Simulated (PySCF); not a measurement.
# How the functional moves excitation energies

Compound: p-toluidine, C₇H₉N.
SMILES: `c1(N)ccc(cc1)C`

Linear-response calculations in the def2-SVPD basis (PySCF; singlets by full response, triplets Tamm–Dancoff, core orbitals frozen in the response; HF means time-dependent Hartree–Fock). 'Strongest' is the level of largest summed f among the singlets computed (10 roots, of which the last may lack a degenerate partner); it can jump between rows when another state enters that window. S1 is the lowest singlet of each run and needn't be the same state throughout; f(S1) is that of one state. Isolated species at its PBE0-D3(BJ)/def2-SVP geometry, gas phase.

| functional | kind | S1 (eV) | f(S1) | strongest (eV) | T1 (eV) | HOMO (eV) | gap (eV) | ionisation energy, ΔSCF (eV) |
| --- | --- | --- | --- | --- | --- | --- | --- | --- |
| LDA | LDA | 4.21 | 0.027 | 6.42 | 3.52 | -4.92 | 3.71 | 7.63 |
| PBE | GGA | 4.26 | 0.026 | 6.44 | 3.51 | -4.75 | 3.78 | 7.42 |
| B3LYP | global hybrid, 20% exact exchange | 4.56 | 0.033 | 6.60 | 3.72 | -5.54 | 5.25 | 7.52 |
| PBE0 | global hybrid, 25% exact exchange | 4.65 | 0.035 | 6.72 | 3.75 | -5.73 | 5.64 | 7.52 |
| BHandHLYP | global hybrid, 50% exact exchange | 4.91 | 0.042 | 6.84 | 3.74 | -6.56 | 7.44 | 7.43 |
| wB97X-D | range-separated hybrid | 4.76 | 0.038 | 6.79 | 3.90 | -7.46 | 9.08 | 7.57 |
| LC-wPBE | range-separated hybrid | 4.88 | 0.039 | 6.94 | 3.71 | -8.13 | 10.13 | 7.69 |
| HF | Hartree–Fock | 5.25 | 0.053 | 7.20 | 3.30 | -7.71 | 10.54 | not settled |

Question: What does CAM-B3LYP (range-separated hybrid) give?

Answer: S1 (eV) 4.74, f(S1) 0.038, strongest (eV) 6.75, T1 (eV) 3.80, HOMO (eV) -6.91, gap (eV) 7.87, ionisation energy, ΔSCF (eV) 7.59. S1 runs from 4.21 eV (LDA) to 5.25 eV (HF), a spread of 1.04 eV, while the orbital gap spreads over 6.8 eV. Along PBE (0%), B3LYP (20%), PBE0 (25%), BHandHLYP (50%), HF (100%) S1 rises with the share of exact exchange. −ε(HOMO) comes closest to its own ΔSCF ionisation energy with wB97X-D (-0.12 eV) and misses most with LDA (-2.71 eV). 'Not settled' means that the ion's SCF failed to converge or may have ended in another state than the lowest.
